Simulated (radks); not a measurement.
Bi LXXV, 9 electrons, occupied as [He] 2s2 2p5.

Calculated with a radial shooting solver on a logarithmic mesh with Libxc functionals: scalar-relativistic Kohn-Sham, LDA (Slater exchange, VWN5 correlation), spin-polarised, spherical densities, finite nucleus; open shells are filled with parallel spins first (spin-orbit coupling, left out, can overturn this in heavy ions); Fermi nuclear charge, rms radius 5.5211 fm.

Energy parts (hartree):
part                       energy
total                 -13516.2644
kinetic                16061.5220
electron-nucleus      -30220.0910
Hartree                  775.2592
exchange-correlation    -132.9547

Orbitals (lengths in bohr, moments of r in powers of bohr; <r^-3> diverges for s and p1/2; r(max) is where P^2 peaks; r(90%) holds 90 % of the orbital's charge):
orbital,occ.,eigenvalue (hartree),r(max),<r^-3>,r(90%),<r^4>
1s up,1,-3606.612,0.009665,-,0.0290,3.314e-07
1s down,1,-3605.888,0.009664,-,0.0289,3.312e-07
2s up,1,-856.0552,0.05564,-,0.101,0.00004361
2s down,1,-855.0491,0.05565,-,0.101,0.00004370
2p up,3,-772.7362,0.04619,32520,0.0960,0.00003523
2p down,2,-771.5771,0.04622,32480,0.0961,0.00003534

The highest occupied level is 2p down at -20996 eV. The electron density at the nucleus is 3.103e+06 e/bohr^3 (large components only). The spin density at the nucleus is -176.4 e/bohr^3 (1s -413.7, 2s 237.2). The density falls to 0.001 e/bohr^3 at r = 0.28 bohr.
